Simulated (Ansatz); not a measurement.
A calculation with Ansatz (development build ahead of 0.2.0).

```yaml
crystal:
  periodic: [false, false, false]
  atoms:
    - { symbol: Co, position_ang: [0.0, 0.0, 0.0] }
    - { symbol: Si, position_ang: [0.0, 2.3219, 1.6258] }
    - { symbol: S, position_ang: [0.0, -2.2631, 1.5847] }
basis:
  gaussian: { orbitals: pcseg-2 }
magnetization:
  spin_polarized: true
  initial_magnetization: 1
hamiltonian:
  xc: hf
```

The input is written out in the form of the current development build from the run's settings.

Results

```
Converged                       : yes
Total energy                    : -2067.79620 hartree
Spin squared of the determinant : 3.365
Stability test                  : minimum
```

Caution: another spin multiplicity may lie lower; the unrestricted determinant is a mixture of spin states.
